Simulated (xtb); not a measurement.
H12Si5, charge +1, doublet, geometry from GFN2-xTB (a state made from the parent by changing its charge; the spin is typed, not shown lowest); GFN2-xTB with ALPB(thf) run with xtb 6.7.1.

Here is a job for xtb.
```
$ xtb mol.xyz --gfn 2 --chrg 1 --uhf 1 --alpb thf --json

# file mol.xyz
17

Si    -0.25310907    -2.10767374    -1.16153954
Si    -0.00493928     0.00604900    -0.00649941
Si    -0.37198370     2.10080515    -1.15812306
Si    -1.70641778    -0.05581147     1.71192735
Si     2.33502040     0.05813586     0.61132287
H     -1.61992800    -2.10188582    -1.67691024
H     -0.01411831    -3.24864787    -0.28647268
H      0.70579989    -2.06426398    -2.26262025
H     -0.17709254     3.25390838    -0.28784835
H     -1.74309288     2.03186722    -1.65786410
H      0.57339102     2.10400946    -2.27198950
H     -3.05772283    -0.04371138     1.16609495
H     -1.44627122    -1.27496059     2.47362373
H     -1.44995516     1.12167623     2.53780823
H      2.53239503    -1.12441119     1.44608538
H      3.22171230     0.05213011    -0.54527641
H      2.49489495     1.27322203     1.40613391
```

What the program printed (banner, timings and long lists left out):

```
   ID    Z sym.   atoms
    1   14 Si     1-5
    2    1 H      6-17

           -------------------------------------------------
          |                Calculation Setup                |
           -------------------------------------------------

           -------------------------------------------------
          |                 G F N 2 - x T B                 |
           -------------------------------------------------

      * Solvation model:               ALPB
        Solvent                        thf
        Parameter file                 internal GFN2-xTB/ALPB
        Dielectric constant                7.6000E+00
        Reference state                gsolv [1 M gas/solution]
        Free energy shift                  5.3248E-03 Eh       3.3414E+00 kcal/mol
        Temperature                        2.9815E+02 K
        Density                            8.8300E-01 kg/L
        Solvent mass                       7.2106E+01 g/mol
        Interaction kernel             P16
        Born radius scaling (c1)           1.7311E+00
        Born radii integrator          GBOBC
        Born offset                        0.0000E+00 a0       0.0000E+00 AA
        H-bond correction              true
        Ion screening                  false
        Surface tension                    1.0000E-05 Eh       1.5569E+01 dyn/cm
        Grid points                               230 per atom

          ...................................................
          :                      SETUP                      :
          :.................................................:
          :  # basis functions                  62          :
          :  # atomic orbitals                  57          :
          :  # shells                           27          :
          :  # electrons                        31          :
          :  max. iterations                   250          :
          :  Hamiltonian                  GFN2-xTB          :
          :  restarted?                      false          :
          :  GBSA solvation                   true          :
          :  PC potential                    false          :
          :  electronic temp.          300.0000000     K    :
          :  accuracy                    1.0000000          :
          :  -> integral cutoff          0.2500000E+02      :
          :  -> integral neglect         0.1000000E-07      :
          :  -> SCF convergence          0.1000000E-05 Eh   :
          :  -> wf. convergence          0.1000000E-03 e    :
          :  Broyden damping             0.4000000          :
          :  net charge                          1          :
          :  unpaired electrons                  1          :
          ...................................................

 iter      E             dE          RMSdq      gap      omega  full diag
   1    -14.3420725 -0.143421E+02  0.579E+00    3.23       0.0  T
   2    -14.4624855 -0.120413E+00  0.331E+00    2.96       1.0  T
   3    -14.4658346 -0.334904E-02  0.174E+00    2.88       1.0  T
   4    -14.4654945  0.340057E-03  0.511E-01    2.90       1.0  T
   5    -14.4660601 -0.565574E-03  0.343E-01    2.89       1.0  T
   6    -14.4663903 -0.330186E-03  0.104E-01    2.89       1.0  T
   7    -14.4663886  0.171021E-05  0.596E-02    2.89       1.0  T
   8    -14.4663988 -0.102349E-04  0.303E-02    2.88       1.0  T
   9    -14.4664001 -0.129004E-05  0.133E-02    2.89       1.8  T
  10    -14.4664004 -0.291867E-06  0.982E-03    2.89       2.5  T
  11    -14.4664008 -0.406273E-06  0.237E-03    2.89      10.2  T
  12    -14.4664008 -0.548216E-08  0.163E-03    2.89      14.9  T
  13    -14.4664008 -0.162852E-08  0.116E-03    2.89      20.9  T
  14    -14.4664008 -0.895886E-09  0.605E-04    2.89      40.1  T
  15    -14.4664008  0.197648E-09  0.516E-04    2.89      47.0  T

   *** convergence criteria satisfied after 15 iterations ***

         :::::::::::::::::::::::::::::::::::::::::::::::::::::
         ::                     SUMMARY                     ::
         :::::::::::::::::::::::::::::::::::::::::::::::::::::
         :: total energy             -14.339126384398 Eh    ::
         :: total w/o Gsasa/hb       -14.331296678635 Eh    ::
         :: gradient norm              0.003666455287 Eh/a0 ::
         :: HOMO-LUMO gap              2.885183202805 eV    ::
         ::.................................................::
         :: SCC energy               -14.466302874968 Eh    ::
         :: -> isotropic ES            0.111473591257 Eh    ::
         :: -> anisotropic ES         -0.011036990850 Eh    ::
         :: -> anisotropic XC          0.010438746575 Eh    ::
         :: -> dispersion             -0.013248998494 Eh    ::
         :: -> Gsolv                  -0.053215392522 Eh    ::
         ::    -> Gelec               -0.045385686760 Eh    ::
         ::    -> Gsasa               -0.011538408211 Eh    ::
         ::    -> Ghb                 -0.001616112995 Eh    ::
         ::    -> Gshift               0.005324815444 Eh    ::
         :: repulsion energy           0.127176490570 Eh    ::
         :: add. restraining           0.000000000000 Eh    ::
         :: total charge               1.000000000073 e     ::
         :::::::::::::::::::::::::::::::::::::::::::::::::::::

           -------------------------------------------------
          |                Property Printout                |
           -------------------------------------------------

    * Orbital Energies and Occupations

         #    Occupation            Energy/Eh            Energy/eV
      -------------------------------------------------------------
         1        2.0000           -0.8552612             -23.2728
       ...           ...                  ...                  ...
         4        2.0000           -0.7552706             -20.5520
         5        2.0000           -0.6241370             -16.9836
         6        2.0000           -0.4778621             -13.0033
         7        2.0000           -0.4776472             -12.9974
         8        2.0000           -0.4775732             -12.9954
         9        2.0000           -0.4764440             -12.9647
        10        2.0000           -0.4750121             -12.9257
        11        2.0000           -0.4748760             -12.9220
        12        2.0000           -0.4746181             -12.9150
        13        2.0000           -0.4745846             -12.9141
        14        1.9999           -0.4088742             -11.1260
        15        1.9999           -0.4086339             -11.1195
        16        1.0002           -0.3922293             -10.6731 (HOMO)
        17                         -0.2862007              -7.7879 (LUMO)
        18                         -0.2707331              -7.3670
        19                         -0.2604716              -7.0878
        20                         -0.2601917              -7.0802
        21                         -0.2572066              -6.9989
        22                         -0.2437185              -6.6319
        23                         -0.2266759              -6.1682
        24                         -0.2262144              -6.1556
        25                         -0.2233010              -6.0763
        26                         -0.2230652              -6.0699
        27                         -0.2225455              -6.0558
       ...                                ...                  ...
        57                          0.8996708              24.4813
      -------------------------------------------------------------
                  HL-Gap            0.1060285 Eh            2.8852 eV
             Fermi-level           -0.3696868 Eh          -10.0597 eV

     #   Z          covCN         q      C6AA      α(0)
     1  14 Si       3.651     0.394   100.173    19.188
     2  14 Si       3.577     0.216   105.881    19.786
     3  14 Si       3.653     0.393   100.178    19.188
     4  14 Si       3.653     0.393   100.181    19.189
     5  14 Si       3.652     0.393   100.178    19.189
     6   1 H        0.919    -0.071     4.645     3.371
     7   1 H        0.920    -0.054     4.180     3.198
     8   1 H        0.919    -0.070     4.616     3.360
     9   1 H        0.920    -0.055     4.222     3.213
    10   1 H        0.919    -0.072     4.673     3.381
    11   1 H        0.919    -0.071     4.658     3.376
    12   1 H        0.920    -0.055     4.210     3.209
    13   1 H        0.919    -0.071     4.651     3.373
    14   1 H        0.919    -0.073     4.698     3.390
    15   1 H        0.919    -0.071     4.660     3.376
    16   1 H        0.920    -0.054     4.187     3.200
    17   1 H        0.919    -0.071     4.650     3.372

 Mol. C6AA /au·bohr⁶  :       5690.763850
 Mol. C8AA /au·bohr⁸  :     262790.145248
 Mol. α(0) /au        :        136.358765

Wiberg/Mayer (AO) data.
largest (>0.10) Wiberg bond orders for each atom

 ---------------------------------------------------------------------------
     #   Z sym  total        # sym  WBO       # sym  WBO       # sym  WBO
 ---------------------------------------------------------------------------
     1  14 Si   3.608 --     6 H    0.890     8 H    0.890     7 H    0.888
                             2 Si   0.745     3 Si   0.106
     2  14 Si   3.328 --     3 Si   0.752     4 Si   0.750     5 Si   0.746
                             1 Si   0.745
     3  14 Si   3.613 --    10 H    0.890    11 H    0.890     9 H    0.888
                             2 Si   0.752     1 Si   0.106
     4  14 Si   3.611 --    14 H    0.890    13 H    0.890    12 H    0.889
                             2 Si   0.750     5 Si   0.105
     5  14 Si   3.608 --    17 H    0.890    15 H    0.890    16 H    0.889
                             2 Si   0.746     4 Si   0.105
     6   1 H    0.994 --     1 Si   0.890
     7   1 H    0.991 --     1 Si   0.888
     8   1 H    0.995 --     1 Si   0.890
     9   1 H    0.991 --     3 Si   0.888
    10   1 H    0.994 --     3 Si   0.890
    11   1 H    0.994 --     3 Si   0.890
    12   1 H    0.991 --     4 Si   0.889
    13   1 H    0.994 --     4 Si   0.890
    14   1 H    0.994 --     4 Si   0.890
    15   1 H    0.994 --     5 Si   0.890
    16   1 H    0.991 --     5 Si   0.889
    17   1 H    0.994 --     5 Si   0.890
 ---------------------------------------------------------------------------

Topologies differ in total number of bonds
Writing topology from bond orders to xtbtopo.mol

molecular dipole:
                 x           y           z       tot (Debye)
 q only:        0.010      -0.023      -0.018
   full:        0.008      -0.017      -0.011       0.055
molecular quadrupole (traceless):
                xx          xy          yy          xz          yz          zz
 q only:        1.112       0.003       1.477      -1.068       0.020      -2.589
  q+dip:        1.477      -0.009       1.930      -1.429      -0.013      -3.407
   full:        0.886       0.004       1.159      -0.820       0.047      -2.045

           -------------------------------------------------
          | TOTAL ENERGY              -14.339126384398 Eh   |
          | GRADIENT NORM               0.003666455287 Eh/α |
          | HOMO-LUMO GAP               2.885183202805 eV   |
           -------------------------------------------------

normal termination of xtb
```
